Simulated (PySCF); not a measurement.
Compound: C₄H₇FSi.
SMILES: `F[C@H]1CC=C[SiH2]1`

Jobs on this species (13 atoms, 54 electrons) with PySCF (density fitting). Hardware of each: one thread, Arm Neoverse N1 (aarch64), on a shared host. The host was shared with other jobs, so the times are rough. Peak memory is the resident size of the whole Python process, interpreter and libraries included.

Question: Rank these jobs by wall time, shortest first.
A. PBE0/aug-cc-pVDZ; shieldings, ring-centre shieldings, charges and field gradients; 205 basis functions
B. PBE0/6-31G*; shieldings, ring-centre shieldings, charges and field gradients; 102 basis functions
C. B3LYP/cc-pVTZ; spin–spin couplings from 13 perturbed nuclei, spin–dipole term for 2 of them; 282 basis functions

Answer: B (14 s), A (41 s), C (87 s).

All jobs:

```
                level and settings                                                                          work  basis functions  SCF cycles  wall time  peak memory
                     PBE0/pcSseg-0               shieldings, ring-centre shieldings, charges and field gradients               72          13      8.9 s     0.48 GiB
                       PBE0/6-31G*               shieldings, ring-centre shieldings, charges and field gradients              102          14       14 s     0.60 GiB
                     PBE0/def2-SVP               shieldings, ring-centre shieldings, charges and field gradients              123          14       16 s     0.66 GiB
                PBE0/6-311+G(2d,p)               shieldings, ring-centre shieldings, charges and field gradients              212          14       38 s     0.95 GiB
                  PBE0/aug-cc-pVDZ               shieldings, ring-centre shieldings, charges and field gradients              205          14       41 s     0.94 GiB
                    PBE0/def2-TZVP               shieldings, ring-centre shieldings, charges and field gradients              234          14       47 s     0.91 GiB
                      PBE0/cc-pVTZ               shieldings, ring-centre shieldings, charges and field gradients              282          14       63 s     0.99 GiB
                     B3LYP/cc-pVTZ  spin–spin couplings from 13 perturbed nuclei, spin–dipole term for 2 of them              282          13       87 s     0.98 GiB
PBE0-D3(BJ)/def2-SVP, grid level 1                  geometry optimisation from a GFN2-xTB start shaken at random              123          93    2.0 min     0.49 GiB
```

What do all jobs in the table cost together?

About 7.2 min; the longest takes about 28 % of that, and about 13 times as long as the shortest.
